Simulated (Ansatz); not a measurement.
Consider the ligand exchange at the Si–O bond: `CO[Si]F` + HBr → `F[Si]Br` + CH₃OH.

Program: Ansatz. Geometries: PBE0-D4/def2-TZVP. ΔE: electronic, gas phase. CCSD(T)/CBS adds triple-zeta CCSD(T) − MP2 to the extrapolated MP2 energy (def2 sets, frozen cores). This one scheme is used for every species. DFT in def2-TZVPP. B3LYP here is the variant with VWN-RPA as its local correlation; programs differ in this. HSE06 is defined as in plane-wave codes. For Br outer-core shells are correlated without core-valence functions, which leaves a few kJ/mol of doubt a bond. Scalar relativity is left out up to krypton. One conformer a species, not always the lowest.

| level | ΔE (kJ/mol) | difference from CCSD(T)/CBS |
| --- | --- | --- |
| LDA (SPW92) | 26.0 | 1.7 |
| revPBE-D4 | 15.3 | -9.0 |
| BLYP-D4 | 25.1 | 0.8 |
| r2SCAN-D4 | 22.6 | -1.7 |
| B3LYP-D4 | 25.7 | 1.4 |
| r2SCANh-D4 | 22.2 | -2.1 |
| ωB97X-V | 28.6 | 4.3 |
| PBE-QIDH | 22.0 | -2.3 |
| r2SCAN | 22.1 | -2.2 |
| HSE06 | 14.9 | -9.4 |
| LC-ωPBE | 28.2 | 3.9 |
| MP2/def2-SVP | 30.5 | 6.2 |
| SCS-MP2/def2-TZVPP | 30.8 | 6.5 |
| CCSD(T)/def2-TZVPP | 29.9 | 5.6 |
| SCS-MP2/def2-QZVPP | 28.3 | 4.0 |
| HF/CBS(def2) | 28.7 | 4.4 |
| CCSD(T)/CBS | 24.3 | 0 |

Largest T1 diagnostic among the species: 0.014.

Leaving LDA and LC-ωPBE aside and taking each functional with its dispersion term where it has one, the values, not all of them listed here, spread over 18.8 kJ/mol, from revPBE-D4 to CAM-B3LYP-D4. LDA lies +12.0 kJ/mol from PBE without D4. At CCSD(T), def2-SVP lies +6.7 kJ/mol from the extrapolated value and def2-TZVPP +5.6 kJ/mol. From BLYP to BHLYP (50 % exact exchange), in def2-TZVPP and without D4, ΔE moves by +5.1 kJ/mol.
